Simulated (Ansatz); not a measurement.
Stretching the Be1–H2 bond in BeHI (SMILES [BeH][I]) (multiplicity 1 held, fragments rigid). Energies count from the point at 1.323 Å.
Geometry at that point (charge 0, multiplicity 1):
```xyz
3

Be     0.00000     0.00000    -1.96186
H      0.00000     0.00000    -3.28470
I      0.00000     0.00000     0.21004
```

R- and RO- levels are restricted; in cc, def2 and unpolarised 6-31G sets they are followed outwards from rest. Unrestricted levels (U-) break spin symmetry where that is lower. Active spaces are followed from a long bond inwards. Curves can end on different states.

Cores are frozen in the correlated methods. Filled d and f shells under p-block atoms count as core.

The values were computed with Ansatz (a program for electronic structure).  In def2 rows elements past Kr take small-core potentials, without spin–orbit coupling.

Energies in eV.

```json
[
 {"R (Å)": "1.058", "U-MP2/def2-SVPD": "0.87", "U-SCS-MP2/def2-SVPD": "0.87", "R-CCSD(T)/def2-SVPD": "0.87", "FIC-MRCISD on CASSCF(2,2)/def2-SVPD": "0.87", "FIC-MRCISD+Q on CASSCF(2,2)/def2-SVPD": "0.87"},
 {"R (Å)": "1.191", "U-MP2/def2-SVPD": "0.17", "U-SCS-MP2/def2-SVPD": "0.17", "R-CCSD(T)/def2-SVPD": "0.17", "FIC-MRCISD on CASSCF(2,2)/def2-SVPD": "0.18", "FIC-MRCISD+Q on CASSCF(2,2)/def2-SVPD": "0.17"},
 {"R (Å)": "1.323", "U-MP2/def2-SVPD": "0.00", "U-SCS-MP2/def2-SVPD": "0.00", "R-CCSD(T)/def2-SVPD": "0.00", "FIC-MRCISD on CASSCF(2,2)/def2-SVPD": "0.00", "FIC-MRCISD+Q on CASSCF(2,2)/def2-SVPD": "0.00"},
 {"R (Å)": "1.455", "U-MP2/def2-SVPD": "0.13", "U-SCS-MP2/def2-SVPD": "0.13", "R-CCSD(T)/def2-SVPD": "0.12", "FIC-MRCISD on CASSCF(2,2)/def2-SVPD": "0.12", "FIC-MRCISD+Q on CASSCF(2,2)/def2-SVPD": "0.12"},
 {"R (Å)": "1.587", "U-MP2/def2-SVPD": "0.42", "U-SCS-MP2/def2-SVPD": "0.42", "R-CCSD(T)/def2-SVPD": "0.39", "FIC-MRCISD on CASSCF(2,2)/def2-SVPD": "0.39", "FIC-MRCISD+Q on CASSCF(2,2)/def2-SVPD": "0.40"},
 {"R (Å)": "1.786", "U-MP2/def2-SVPD": "0.99", "U-SCS-MP2/def2-SVPD": "0.99", "R-CCSD(T)/def2-SVPD": "0.93", "FIC-MRCISD on CASSCF(2,2)/def2-SVPD": "0.92", "FIC-MRCISD+Q on CASSCF(2,2)/def2-SVPD": "0.94"},
 {"R (Å)": "1.984", "U-MP2/def2-SVPD": "1.62", "U-SCS-MP2/def2-SVPD": "1.61", "R-CCSD(T)/def2-SVPD": "1.50", "FIC-MRCISD on CASSCF(2,2)/def2-SVPD": "1.49", "FIC-MRCISD+Q on CASSCF(2,2)/def2-SVPD": "1.51"},
 {"R (Å)": "2.315", "U-MP2/def2-SVPD": "2.85", "U-SCS-MP2/def2-SVPD": "2.92", "R-CCSD(T)/def2-SVPD": "2.37", "FIC-MRCISD on CASSCF(2,2)/def2-SVPD": "2.35", "FIC-MRCISD+Q on CASSCF(2,2)/def2-SVPD": "2.37"},
 {"R (Å)": "2.646", "U-MP2/def2-SVPD": "3.42", "U-SCS-MP2/def2-SVPD": "3.52", "R-CCSD(T)/def2-SVPD": "3.03", "FIC-MRCISD on CASSCF(2,2)/def2-SVPD": "3.01", "FIC-MRCISD+Q on CASSCF(2,2)/def2-SVPD": "3.03"},
 {"R (Å)": "3.043", "U-MP2/def2-SVPD": "3.67", "U-SCS-MP2/def2-SVPD": "3.79", "R-CCSD(T)/def2-SVPD": "3.52", "FIC-MRCISD on CASSCF(2,2)/def2-SVPD": "3.51", "FIC-MRCISD+Q on CASSCF(2,2)/def2-SVPD": "3.53"},
 {"R (Å)": "3.572", "U-MP2/def2-SVPD": "3.77", "U-SCS-MP2/def2-SVPD": "3.90", "R-CCSD(T)/def2-SVPD": "3.77", "FIC-MRCISD on CASSCF(2,2)/def2-SVPD": "3.81", "FIC-MRCISD+Q on CASSCF(2,2)/def2-SVPD": "3.84"},
 {"R (Å)": "4.233", "U-MP2/def2-SVPD": "3.81", "U-SCS-MP2/def2-SVPD": "3.93", "R-CCSD(T)/def2-SVPD": "3.77", "FIC-MRCISD on CASSCF(2,2)/def2-SVPD": "3.92", "FIC-MRCISD+Q on CASSCF(2,2)/def2-SVPD": "3.95"}
]
```

Doubts at one or more of the structures used: a spin-contaminated determinant (U-MP2/def2-SVPD, U-SCS-MP2/def2-SVPD); a restricted determinant that unrestricted orbitals would lower (R-CCSD(T)/def2-SVPD); other coupled-cluster roots lie near (R-CCSD(T)/def2-SVPD); T1 above 0.05 (R-CCSD(T)/def2-SVPD).
